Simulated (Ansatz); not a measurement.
Ansatz results at the PBE0-D4/def2-TZVP geometry: zero-point energy (PBE0-D4/def2-TZVP) 209.6 kJ/mol; LUMO energy (ωB97M-V/def2-TZVPP) 1.96 eV; size of the dipole moment (ωB97M-V/def2-TZVPP) 2.09 D.

Each molecule was computed in one conformer, which needn't be the lowest.

Problem. Which molecule gave them?
A. `Cl[Si](Cl)(I)I`
B. `C=C[Si](Cl)(Cl)Cl`
C. `N[Si](N)([SiH3])Cl`
D. `C[Si](F)(S)Cl`

Solution. C. The others give `Cl[Si](Cl)(I)I`: 15.0, -0.09, 0.42; `C[Si](F)(S)Cl`: 135.8, 1.94, 2.40; `C=C[Si](Cl)(Cl)Cl`: 127.3, 0.94, 2.10.
